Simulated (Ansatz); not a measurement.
# Which is lower?

Two relaxed structures of GeSiH₄O, singlet (PBE0-D4/def2-TZVP; forces vanish, vibrations not checked).

A:

O1  (-0.807, -0.524, 0.738)
Si2  (-0.660, -0.239, -0.882)
Ge3  (0.858, 0.371, 0.672)
H4  (-0.475, -1.420, -1.761)
H5  (-1.616, 0.721, -1.488)
H6  (0.757, 1.658, 1.503)
H7  (1.942, -0.567, 1.219)
(Å)

B:

O1  (0.017, -0.373, 0.114)
Si2  (-0.816, -0.128, -1.281)
Ge3  (1.461, 0.389, 0.848)
H4  (-0.801, -1.376, -2.086)
H5  (-2.220, 0.231, -0.956)
H6  (-0.204, 0.972, -2.077)
H7  (1.423, -0.558, 2.143)
(Å)

Ansatz 0.2.0; basis: def2-TZVPP; cores frozen in the correlated methods. Filled d shells of the heavier atoms are correlated. The def2 sets are not built for correlating such inner shells, so the correlated values are less sure here. B3LYP uses VWN-RPA correlation.

Question: Which structure is lower at CCSD(T), and by how much? (Judge from chemistry; the value comes from the calculation.)

Answer: Computed: B, by 0.641 eV (electronic energy, against the other). By their contacts, A is GeSiH₄O ([O]1[SiH2][GeH2]1) and B is GeSiH₄O ([SiH3][O][GeH]).

All methods give the same order:

```json
{"method": "PBE-D4", "E(B) − E(A) (eV)": "-0.515"}
{"method": "r2SCAN-D4", "E(B) − E(A) (eV)": "-0.485"}
{"method": "PBE0-D4", "E(B) − E(A) (eV)": "-0.548"}
{"method": "B3LYP-D4", "E(B) − E(A) (eV)": "-0.852"}
{"method": "wB97M-V", "E(B) − E(A) (eV)": "-0.765"}
{"method": "HF", "E(B) − E(A) (eV)": "-1.119"}
{"method": "MP2", "E(B) − E(A) (eV)": "-0.557"}
{"method": "CCSD", "E(B) − E(A) (eV)": "-0.720"}
{"method": "CCSD(T)", "E(B) − E(A) (eV)": "-0.641"}
```

The T1 diagnostic stays at or below 0.015. The restricted Hartree–Fock reference is unstable towards an unrestricted one at one or more of these structures.

Labels in which every atom is bracketed show which atoms are joined, not bond orders.

For scale, one of the runs: CCSD(T)/def2-TZVPP, 177 basis functions, launched by `ansatz run in.yaml --threads 2 --pin off --events-out ev --progress --plain --max-ram 4352MiB`. Hardware: 2 CPU threads of an Arm Neoverse V1, shared host. Wall time 59 s; peak host memory 1.6 GiB.
